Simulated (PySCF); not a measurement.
trichloroethylene (C2HCl3), SMILES ClC(Cl)=CCl.

Geometry optimised at PBE0-D3(BJ)/def2-SVP.

Two levels are set side by side: TDA-PBE/def2-SVPD (PySCF) and TDA-ωB97X/def2-SVPD (PySCF). Vertical, same geometry. The lowest singlet is HOMO→LUMO+1 96 % with PBE and HOMO→LUMO+1 72 %, HOMO→LUMO+2 13 % with the other functional; states are paired by order. Differences are taken from unrounded values.

| quantity | TDA-ωB97X | TDA-PBE | TDA-PBE minus TDA-ωB97X |
|---|---|---|---|
| lowest singlet excitation (eV) | 6.18 | 5.24 | -0.94 |
| lowest triplet excitation (TDA) (eV) | 3.76 | 3.68 | -0.08 |
| first bright state (f over 0.05) (eV) | 6.61 | 5.99 | -0.62 |
| its oscillator strength | 0.50 | 0.34 | -0.16 |

Functionals without exact exchange tend to place singlet excitations lower, as here. Differences between two approximate levels are no errors against the true value.

Rough cost on one machine, each run with all the roots and properties that it gave: TDA-ωB97X against TDA-PBE about 4 times.
